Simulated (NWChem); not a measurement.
# Total energies of FS

```
S
F 1 1.6282
```
Charge 0, spin multiplicity 2.

The numbers come from NWChem runs, not from measurements. All single points use one geometry, from UB3LYP/def2-SVP, a minimum by its harmonic frequencies.

Basis set: 3-21G (22 functions).

```json
[
 {"method": "UHF", "total energy (Ha)": "-494.40785"},
 {"method": "UMP2", "total energy (Ha)": "-494.56706"},
 {"method": "UB2PLYP", "total energy (Ha)": "-495.18968"},
 {"method": "UPBE", "total energy (Ha)": "-495.16283"},
 {"method": "UB3LYP", "total energy (Ha)": "-495.44826"},
 {"method": "ULC-wPBE (omega 0.3 per bohr)", "total energy (Ha)": "-495.19876"}
]
```

Total energies of different functionals aren't comparable as a measure of quality: only differences taken within one method are. 

The correlated methods keep 6 core orbitals frozen. B3LYP has NWChem's definition, with VWN1-RPA local correlation. The structure started from a generated list of species. The unpaired electrons of the parent sit in orbitals of symmetry b1 (C2v labels of the run); other states weren't searched. The stability of the SCF solutions was not checked. Open-shell Hartree-Fock references start from PBE0 orbitals.
